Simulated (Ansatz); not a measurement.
## Molecular dynamics of GeH₆O₃S

The input (input.yaml):

```yaml
crystal:
  periodic: [false, false, false]
  atoms:
    - { symbol: Ge, position_ang: [0.107225, 0.204984, 0.026238] }
    - { symbol: O, position_ang: [-0.100513, -0.009734, 1.988072] }
    - { symbol: H, position_ang: [-1.038303, -0.029935, 2.273722] }
    - { symbol: O, position_ang: [1.751975, -0.320645, -0.473736] }
    - { symbol: H, position_ang: [1.626914, -1.175846, -0.934757] }
    - { symbol: H, position_ang: [-0.788653, 1.212964, -0.723102] }
    - { symbol: O, position_ang: [-0.874329, -1.288604, -0.321578] }
    - { symbol: H, position_ang: [-0.562548, -2.04863, 0.205214] }
    - { symbol: S, position_ang: [1.297683, 2.213289, 1.237652] }
    - { symbol: H, position_ang: [2.460836, 1.507982, 1.310081] }
    - { symbol: H, position_ang: [0.459812, 1.058673, 2.107496] }
basis:
  gaussian: { orbitals: def2-SVP }
hamiltonian:
  xc: pbe
  dispersion: d4
md:
  timestep: 0.5
  n_steps: 200
  ensemble: nve
  temperature: 100.0
  initial_velocities: maxwell_boltzmann
  seed: 8581
```

Launched with:

```bash
$ ansatz run input.yaml --threads 4 --pin off --max-ram 5120MiB --backend cpu --events-out ev --progress --plain --runs-dir out
```

It starts at the highest image of a converged band. Of that band: The profile has 2 maxima (images 2, 5) with wells between them (image 4): this band takes more than one step, which may be the mechanism or a detour left from its start path. A vibrational analysis at the climbing image gives one clearly imaginary mode, 637i cm⁻¹: a first-order saddle point.

Output, in part (step lines, the closing report, with atoms numbered from 0):

```
md step     0: t =     0.00 fs  T =   100.0 K  F+E_penalty+E_count = -73558.72781243 eV  E_kin = 0.116334 eV  conserved = -73558.61147843 eV  (29 SCF iters)
md step     1: t =     0.50 fs  T =    98.2 K  F+E_penalty+E_count = -73558.72569274 eV  E_kin = 0.114253 eV  conserved = -73558.61143970 eV  (31 SCF iters)
md step     2: t =     1.00 fs  T =    93.5 K  F+E_penalty+E_count = -73558.72003917 eV  E_kin = 0.108726 eV  conserved = -73558.61131363 eV  (31 SCF iters)
md step     3: t =     1.50 fs  T =    87.4 K  F+E_penalty+E_count = -73558.71284056 eV  E_kin = 0.101686 eV  conserved = -73558.61115504 eV  (31 SCF iters)
md step     4: t =     2.00 fs  T =    82.1 K  F+E_penalty+E_count = -73558.70656246 eV  E_kin = 0.095519 eV  conserved = -73558.61104386 eV  (31 SCF iters)
md step     5: t =     2.50 fs  T =    79.0 K  F+E_penalty+E_count = -73558.70292739 eV  E_kin = 0.091891 eV  conserved = -73558.61103659 eV  (31 SCF iters)
md step     6: t =     3.00 fs  T =    78.2 K  F+E_penalty+E_count = -73558.70206766 eV  E_kin = 0.090941 eV  conserved = -73558.61112647 eV  (31 SCF iters)
md step     7: t =     3.50 fs  T =    78.5 K  F+E_penalty+E_count = -73558.70262291 eV  E_kin = 0.091372 eV  conserved = -73558.61125045 eV  (31 SCF iters)
[... lines left out ...]
Total energy: -73559.52378157 eV, -2703.2626385368 hartree
Atom 0 at     0.263703     0.364365    -0.197148 Å, force    -0.252180     0.286650    -1.544530 eV/Å
Atom 1 at    -0.396436    -0.486634     2.832032 Å, force     0.761820     0.582410    -0.237949 eV/Å
Atom 2 at    -1.276174    -0.096910     2.940671 Å, force    -0.497856     0.067582     0.121491 eV/Å
Atom 3 at     1.828052    -0.413732    -0.632010 Å, force    -0.030026    -0.025083    -0.061171 eV/Å
Atom 4 at     1.589307    -1.288883    -1.000105 Å, force     0.125403    -0.026659     0.035549 eV/Å
Atom 5 at    -0.500332     1.109150    -1.370060 Å, force     0.330671    -0.218473     0.341974 eV/Å
Atom 6 at    -0.839329    -0.990352     0.156116 Å, force    -0.010499     0.121362     0.623640 eV/Å
Atom 7 at    -0.703863    -1.208846     1.116898 Å, force    -0.050075    -0.017121    -0.000579 eV/Å
Atom 8 at     1.060146     2.001978     1.117304 Å, force    -0.241700    -0.107459     0.455837 eV/Å
Atom 9 at     2.134354     1.220068     1.408987 Å, force     0.163344    -0.001301     0.004445 eV/Å
Atom 10 at     0.128827     0.340488     2.600532 Å, force    -0.298902    -0.661906     0.261293 eV/Å
Dipole moment:    -0.114087     0.078191     0.193308 e Å
```

The steps, from the saved trajectory:

```json
{"time (fs)": "0", "T (K)": "100", "potential energy less start (eV)": "0.000", "conserved less start (meV/atom)": "0.00"}
{"time (fs)": "3", "T (K)": "78", "potential energy less start (eV)": "0.026", "conserved less start (meV/atom)": "0.03"}
{"time (fs)": "6", "T (K)": "66", "potential energy less start (eV)": "0.040", "conserved less start (meV/atom)": "0.04"}
{"time (fs)": "9", "T (K)": "71", "potential energy less start (eV)": "0.034", "conserved less start (meV/atom)": "0.00"}
{"time (fs)": "12", "T (K)": "53", "potential energy less start (eV)": "0.055", "conserved less start (meV/atom)": "0.04"}
{"time (fs)": "15", "T (K)": "65", "potential energy less start (eV)": "0.041", "conserved less start (meV/atom)": "0.03"}
{"time (fs)": "18", "T (K)": "84", "potential energy less start (eV)": "0.019", "conserved less start (meV/atom)": "0.01"}
{"time (fs)": "21", "T (K)": "91", "potential energy less start (eV)": "0.011", "conserved less start (meV/atom)": "0.04"}
{"time (fs)": "24", "T (K)": "116", "potential energy less start (eV)": "-0.019", "conserved less start (meV/atom)": "0.03"}
{"time (fs)": "27", "T (K)": "132", "potential energy less start (eV)": "-0.038", "conserved less start (meV/atom)": "0.01"}
{"time (fs)": "30", "T (K)": "141", "potential energy less start (eV)": "-0.047", "conserved less start (meV/atom)": "0.04"}
{"time (fs)": "33", "T (K)": "160", "potential energy less start (eV)": "-0.070", "conserved less start (meV/atom)": "0.02"}
{"time (fs)": "36", "T (K)": "163", "potential energy less start (eV)": "-0.073", "conserved less start (meV/atom)": "0.02"}
{"time (fs)": "39", "T (K)": "173", "potential energy less start (eV)": "-0.084", "conserved less start (meV/atom)": "0.04"}
{"time (fs)": "42", "T (K)": "193", "potential energy less start (eV)": "-0.108", "conserved less start (meV/atom)": "0.03"}
{"time (fs)": "45", "T (K)": "221", "potential energy less start (eV)": "-0.140", "conserved less start (meV/atom)": "0.01"}
{"time (fs)": "48", "T (K)": "242", "potential energy less start (eV)": "-0.164", "conserved less start (meV/atom)": "0.03"}
{"time (fs)": "51", "T (K)": "262", "potential energy less start (eV)": "-0.188", "conserved less start (meV/atom)": "0.03"}
{"time (fs)": "54", "T (K)": "291", "potential energy less start (eV)": "-0.222", "conserved less start (meV/atom)": "0.01"}
{"time (fs)": "57", "T (K)": "304", "potential energy less start (eV)": "-0.237", "conserved less start (meV/atom)": "0.03"}
{"time (fs)": "60", "T (K)": "308", "potential energy less start (eV)": "-0.242", "conserved less start (meV/atom)": "0.03"}
{"time (fs)": "63", "T (K)": "328", "potential energy less start (eV)": "-0.265", "conserved less start (meV/atom)": "0.01"}
{"time (fs)": "66", "T (K)": "333", "potential energy less start (eV)": "-0.271", "conserved less start (meV/atom)": "0.03"}
{"time (fs)": "69", "T (K)": "339", "potential energy less start (eV)": "-0.278", "conserved less start (meV/atom)": "0.03"}
{"time (fs)": "72", "T (K)": "356", "potential energy less start (eV)": "-0.298", "conserved less start (meV/atom)": "0.01"}
{"time (fs)": "75", "T (K)": "361", "potential energy less start (eV)": "-0.303", "conserved less start (meV/atom)": "0.03"}
{"time (fs)": "78", "T (K)": "375", "potential energy less start (eV)": "-0.319", "conserved less start (meV/atom)": "0.03"}
{"time (fs)": "81", "T (K)": "401", "potential energy less start (eV)": "-0.350", "conserved less start (meV/atom)": "0.01"}
{"time (fs)": "84", "T (K)": "424", "potential energy less start (eV)": "-0.377", "conserved less start (meV/atom)": "0.03"}
{"time (fs)": "87", "T (K)": "479", "potential energy less start (eV)": "-0.440", "conserved less start (meV/atom)": "0.03"}
{"time (fs)": "90", "T (K)": "543", "potential energy less start (eV)": "-0.515", "conserved less start (meV/atom)": "0.01"}
{"time (fs)": "93", "T (K)": "606", "potential energy less start (eV)": "-0.588", "conserved less start (meV/atom)": "0.03"}
{"time (fs)": "96", "T (K)": "695", "potential energy less start (eV)": "-0.692", "conserved less start (meV/atom)": "0.02"}
{"time (fs)": "99", "T (K)": "771", "potential energy less start (eV)": "-0.780", "conserved less start (meV/atom)": "0.01"}
```

The run went to its last step. The conserved energy stayed within 0.046 meV per atom of its start (net change 0.023 meV per atom), so the integration is sound. The kinetic energy rose, since the run started high on the potential surface and went downhill. It ends in pieces (GeH4O2S + H2O), so much of that is their flight and rotation, not heat. A run of 0.1 ps of so small a system gives no equilibrium averages. The orbitals stay closed-shell, which can raise the energy where a bond breaks towards radicals; this wasn't checked here.

Between its relaxed ends the band would form Ge1–S9, O2–H11 and break Ge1–O2, S9–H11. These pairs go: Ge1–S9 2.63 → 2.25 Å, O2–H11 1.21 → 1.01 Å, Ge1–O2 1.98 → 3.21 Å, S9–H11 1.67 → 2.41 Å. In the last frame they stand as after the step (other bonds may differ from the relaxed reactants and products). It ends as GeH4O2S + H2O. Pairs count as bonded within 1.25 times the sum of covalent radii (0.12 Å more for H–H).

Last frame:

```xyz
11
Properties=species:S:1:pos:R:3
Ge 0.264 0.364 -0.197
O -0.396 -0.487 2.832
H -1.276 -0.097 2.941
O 1.828 -0.414 -0.632
H 1.589 -1.289 -1.000
H -0.500 1.109 -1.370
O -0.839 -0.990 0.156
H -0.704 -1.209 1.117
S 1.060 2.002 1.117
H 2.134 1.220 1.409
H 0.129 0.341 2.600
```

Time of the run: 3.6 min on 4 threads of Arm Neoverse V2 (shared host), peak memory 0.18 GiB.
